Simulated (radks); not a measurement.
Values are calculated unless marked as measured or tabulated.
Exchange energies: the exact (Fock) value of the Kohn-Sham orbitals and density-functional approximations, as 100 (|E| - |E exact|)/|E exact|, negative where the magnitude is too small. Species: La3+ [Xe]; Ge3+ [Ar] 3d10 4s1; Al+ [Ne] 3s2. Level of theory: non-relativistic Kohn-Sham, PBE, spin-polarised, spherical densities, point nucleus (a radial shooting solver on a logarithmic mesh with Libxc functionals). Every spin shell is full or empty, so the densities are truly spherical. Functionals are evaluated on that one density, not self-consistently.

| functional | La3+ | Ge3+ | Al+ |
|---|---|---|---|
| exact (hartree) | -193.720 | -76.6094 | -17.8561 |
| LDA | -4.63 | -5.71 | -8.42 |
| PBEsol | -2.18 | -2.50 | -3.58 |
| PW86 | -0.26 | +0.24 | +0.75 |
| AM05 | -4.33 | -5.19 | -7.27 |
| B86b | -0.02 | +0.21 | +0.23 |
| EV93 | -0.39 | +0.29 | +1.75 |
| APBE | +0.27 | +0.59 | +0.79 |
| TPSS | -0.34 | +0.09 | +0.38 |
| SCAN | +0.13 | +0.33 | +0.31 |
| MS2 | -0.62 | -0.28 | +0.28 |
| TASK | -2.18 | -2.43 | -2.99 |
| MVS | +0.05 | +0.11 | -0.18 |
